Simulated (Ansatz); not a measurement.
Basis-set extrapolation for C₂H₆Cl₄O₂Si₂, SMILES `O[Si](Cl)(Cl)CC[Si](O)(Cl)Cl` (PBE0-D4/def2-TZVP geometry, frozen core, Ansatz). Multiplicity 1, RHF reference.

|  | def2-TZVPP | def2-QZVPP |
| --- | --- | --- |
| HF | -2645.358920 | -2645.438400 |
| MP2 correlation | -1.808450 | -1.968780 |
| CCSD(T) correlation | -1.974473 | not run |

Energies in hartree. Use E(X) = E(∞) + A·exp(−7.88·√X) for Hartree–Fock and E(X) = E(∞) + B·X^(−2.97) for correlation, with X = 3 and 4, and add CCSD(T) minus MP2 of the smaller set to the MP2 limit.

Question: What is the CCSD(T) energy at the basis-set limit?

Answer: HF limit: -2645.438400 + (-0.079480) × 0.13774 = -2645.44935. MP2 limit: -1.968780 + (-0.160330) × 0.74074 = -2.08754. Higher-order term: -1.974473 − (-1.808450) = -0.16602. Total: -2647.70291 hartree, 10.06 eV below CCSD(T)/def2-TZVPP.
